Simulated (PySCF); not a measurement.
C4H6Ge, SMILES [GeH3][C](=C)C#C. Coordinates come from a B3LYP-D3(BJ)/def2-SVP optimisation. This is a generated structure with no PubChem entry under its InChIKey; it may be hypothetical.

Method: PySCF 2.14.0 with B3LYP-D3(BJ)/def2-SVP.

Harmonic wavenumbers (cm⁻¹): 104, 127, 240, 273, 412, 430, 565, 635, 644, 678, 683, 752, 832, 877, 890, 934, 959, 1187, 1420, 1651, 2130, 2138, 2141, 2197, 3130, 3230, 3471. Rotational constants (GHz): 5.499, 1.990, 1.489; symmetry number 1.

Problem. Work out the zero-point energy and the ideal-gas rigid-rotor harmonic-oscillator thermochemistry at 298.15 K and 1 atm.

Solution. ZPE = ½ Σ hcν = ½ × 32729 cm⁻¹ = 46.79 kcal/mol. H − E(el) = 51.70 kcal/mol. Entropy in cal/(mol K): translation 40.42, rotation 27.38, vibration 14.51, total 82.31. G − E(el) = 27.16 kcal/mol. Cp = 26.55 cal/(mol K). Modes under 150 cm⁻¹ make the vibrational entropy uncertain.
